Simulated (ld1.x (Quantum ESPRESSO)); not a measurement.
## How hard is this copper (Cu) RRKJ potential?

Cu (Z = 29), norm-conserving RRKJ (Kleinman–Bylander form), made with ld1.x (Quantum ESPRESSO) 7.5 (PBE, scalar-relativistic). Core [Ne], reference 3s2 3p6 3d10 4s0.75 4p0.25. Waves: 3p (bound): rc 0.75 bohr; 3d (bound): rc 0.75 bohr; 3s (bound): rc 0.75 bohr. Local part: the s channel. Core correction: a·sin(br)/r model core inside 0.50 bohr.

Occupied shells without a wave of their own: 4p, 4s. They enter only through the test configuration that unscreens the potential, and ld1.x also counts them in the model core charge.

The pseudo-atom Hamiltonian at the reference potential is diagonalised in spherical Bessel functions j_l(qr) that vanish at 20 bohr, with q² up to the cutoff. All-electron valence levels (Ry): 3p -5.3469, 4p -0.0751, 3d -0.4144, 3s -8.4746, 4s -0.3704.

Problem. How do the lowest levels (Ry) of each channel move with the cutoff, and are there ghosts?

Solution.

| cutoff (Ry) | p #1 | p #2 | d #1 | d #2 | s #1 | s #2 | Σ f·Δε (mRy) |
| --- | --- | --- | --- | --- | --- | --- | --- |
| 8 | -1.2067 | -0.0185 | 0.0393 | 0.1326 | -6.4534 | -0.2437 | 33532.9 |
| 18 | -3.0613 | -0.0419 | 0.0391 | 0.1317 | -7.3958 | -0.3183 | 20456.8 |
| 35 | -4.7512 | -0.0645 | 0.0389 | 0.1306 | -7.5256 | -0.3238 | 10046.7 |
| 55 | -5.1822 | -0.0722 | 0.0387 | 0.1288 | -8.0213 | -0.3468 | 6448.0 |
| 90 | -5.2267 | -0.0732 | 0.0378 | 0.1203 | -8.4016 | -0.3698 | 5393.4 |
| 140 | -5.2886 | -0.0741 | -0.1067 | 0.0420 | -8.4359 | -0.3728 | 3506.1 |
| 230 | -5.3451 | -0.0752 | -0.4014 | 0.0404 | -8.4685 | -0.3742 | 153.9 |
| 400 | -5.3469 | -0.0752 | -0.4145 | 0.0404 | -8.4742 | -0.3746 | 0.0 |

Result: no extra level below or beside the all-electron valence levels (p, d, s tested); 10 mRy is reached at 300 Ry and 1 mRy at over 300 Ry.

ld1.x takes every shell without a wave as core, so the model core holds the 4p, 4s electrons as well and exchange and correlation see them twice. This cancels in the reference configuration, but the file is broken for other ones, and its errors say nothing about a proper core correction. Its largest configuration-test error is -312 meV.
